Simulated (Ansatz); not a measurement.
CH₄Cl₂Ge, SMILES [CH3][GeH]([Cl])[Cl].

Geometry optimised at r2SCAN-D4/def2-SVP.

Two levels are set side by side: PBE/def2-SVPD (Ansatz, an electronic-structure program) and CAM-B3LYP/def2-SVPD (Ansatz). Energy differences of separate SCF runs at the same geometry; the states with an electron removed or added have multiplicity 2 and 2. Differences are taken from unrounded values.

```json
[
 {"quantity": "vertical ionisation energy (eV)", "CAM-B3LYP": "11.10", "PBE": "10.31", "PBE minus CAM-B3LYP": "-0.78"},
 {"quantity": "vertical singlet–triplet gap (eV)", "CAM-B3LYP": "6.69", "PBE": "5.78", "PBE minus CAM-B3LYP": "-0.91"}
]
```
